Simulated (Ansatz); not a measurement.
`C[SiH2][SiH2]Cl` + `[CH3][AlH][OH]` → `[CH3][AlH][O][SiH2]C` + `[SiH3]Cl`  (cleavage of the Si–Si bond)

Calculated with Ansatz (gas phase, PBE0-D4/def2-TZVP geometries, no zero-point term in ΔE). CBS: MP2 limit from def2 TZ/QZ plus the TZ coupled-cluster correction, frozen cores. This one scheme is used for every species. DFT in def2-TZVPP. One conformer a species, not always the lowest.

```
        level  ΔE (kJ/mol)
       B2PLYP       -119.7
MP2/CBS(def2)       -119.5
```

(1) What does CCSD(T)/CBS give? (Best estimate.)

Largest T1 diagnostic among the species: 0.011.

Answers

(1) The calculation gave: -114.2 kJ/mol. The listed levels differ from it by -5.5, -5.3 kJ/mol.

In def2-TZVPP, CCSD(T) changes the Hartree–Fock value by +29.5 kJ/mol (the triples alone add +4.2 kJ/mol) and MP2 by +24.3 kJ/mol. From PBE to PBE0 (25 % exact exchange), in def2-TZVPP and without D4, ΔE moves by −10.0 kJ/mol.
